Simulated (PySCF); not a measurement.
Molecule: SMILES O=C/C=C\C1CC1, C6H8O.

Bonds (- single, = double, # triple, : aromatic): O1=C2, C2-C3, C3=C4, C4-C5, C5-C6, C6-C7, C7-C5. C2 carries H8; C3 carries H9; C4 carries H10; C5 carries H11; C6 carries H12, H13; C7 carries H14, H15. Stereochemistry as in O=C/C=C\C1CC1. H13, H14 are cis to C4 on the ring; H12, H15 are trans to C4 on the ring.

Frames of a GFN2-xTB Langevin trajectory at 200 K; GIAO PBE0/pcSseg-1 shieldings in PySCF 2.14.0 with density-fitted response routines, gas phase, non-relativistic; equivalent atoms averaged within each frame.

δ = σ(ref) − σ, references computed at the same level: H2O for 17O (σref 336.08); 13C (σref 186.93), 1H (σref 31.72) against TMS. The references are static minima.

Q: How do the shifts (ppm) fluctuate along the trajectory?

A: 
```tsv
time (fs)	O1	C2	C4	C3	C5	C6/C7	H8	H10	H9	H11
optimised geometry	659.0	194.9	169.4	129.4	18.0	13.3	10.05	5.73	6.27	4.33
250	728.0	202.7	178.2	134.1	18.2	10.2	10.30	6.67	6.28	3.49
425	641.6	192.2	170.7	125.1	18.4	15.2	10.10	5.76	6.35	4.85
625	671.8	198.9	169.8	137.9	21.6	19.8	10.94	5.81	6.24	4.90
800	656.8	191.6	164.6	124.2	14.7	20.8	11.06	5.63	6.18	4.13
1000	643.7	191.3	171.9	128.4	22.1	8.5	9.89	5.39	6.64	4.78
mean of frames	668.4	195.3	171.0	129.9	19.0	14.9	10.46	5.85	6.34	4.43
standard deviation	35.4	5.2	4.9	5.9	3.0	5.5	0.52	0.49	0.18	0.61
```

5 frames give an uncertainty of the mean of about the standard deviation over 2.2 at best, since frames this close in time may not be independent; classical motion lacks zero-point vibration, and the reference would need the same averaging.
